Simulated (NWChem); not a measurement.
# A calculation on F$_{2}$Si

```xyz
3

Si     0.0000     0.0000    -0.5881
F     -1.2465     0.0000     0.4574
F      1.2465     0.0000     0.4574
```
Charge 0, spin multiplicity 1.

All runs are NWChem calculations. The geometry was optimised at PBE0/def2-SVP, a minimum by its harmonic frequencies.

The correlated methods keep 7 core orbitals frozen. The structure started from a generated list of species.

Worked example. A B2PLYP run in STO-3G ends its self-consistent part (53 % exact exchange, 47 % B88, 73 % LYP) at -482.54253 Ha, and second-order perturbation theory on those orbitals gives -0.12015 Ha unscaled.

The perturbative term enters with the weight 0.27: -482.54253 + 0.27·(-0.12015) = -482.57497 Ha is the total energy.
